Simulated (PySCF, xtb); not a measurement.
ClK, SMILES [Cl][K] (connectivity only; charge and spin as stated), charge -1, multiplicity 2.

Harmonic wavenumbers (cm⁻¹) from xtb with GFN2-xTB at its own minimum, in rising order: 73.

### Question
What does r2SCAN-D4/def2-TZVPD run with PySCF 2.14.0 give at its own minimum? (The exact figures need the calculation; the answer reports its results.)

### Answer
210. Paired by order, the mean absolute difference is 138 cm⁻¹ and the zero-point energies are 0.1 and 0.3 kcal/mol.
